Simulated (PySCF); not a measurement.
A GIAO shielding run with PySCF (density fitting, non-relativistic, gas phase) on SMILES S1[C@H]([SiH2]C)[SiH2]N[SiH2][SiH2]1, C2H13NSSi4:

```
$ OMP_NUM_THREADS=1 python probes_run.py task.json out

{"job": {"kind": "nmr", "xc": "PBE0", "basis": "pcSseg-1"}, "charge": 0, "multiplicity": 1}
C      2.833679     1.080232    -0.752393
Si     1.718781    -0.351353    -0.206635
C      0.623115     0.211003     1.249174
Si    -0.623363    -1.044945     1.941691
N     -1.676837    -1.559580     0.665356
Si    -2.423449    -0.707364    -0.653088
Si    -1.521841     1.406445    -0.748720
S     -0.216945     1.823340     0.903398
H      2.248435     1.971962    -0.958452
H      3.387339     0.828210    -1.651361
H      3.554427     1.337071     0.018765
H      0.861324    -0.777261    -1.324125
H      2.521770    -1.485192     0.269846
H      1.284527     0.478623     2.075825
H      0.094609    -2.237800     2.397576
H     -1.380609    -0.415310     3.030332
H     -2.033270    -2.491450     0.803958
H     -2.158448    -1.505752    -1.860745
H     -3.882303    -0.719751    -0.446613
H     -0.752245     1.660460    -1.975261
H     -2.467617     2.515354    -0.624296
```

Hardware: 1 thread of an Arm Neoverse N1, shared host. The job also computes population analyses, field gradients, ring-centre shieldings.

**Question.** How large is the calculation?

**Answer.** 104 electrons, 236 basis functions and 1341 auxiliary functions.

**Question.** How long does it take, and how much memory does it need?

**Answer.** 120 s of wall time, with 13 SCF cycles and 5 response iterations; peak memory 1.1 GiB. Times on a shared host scatter by some tens of per cent.
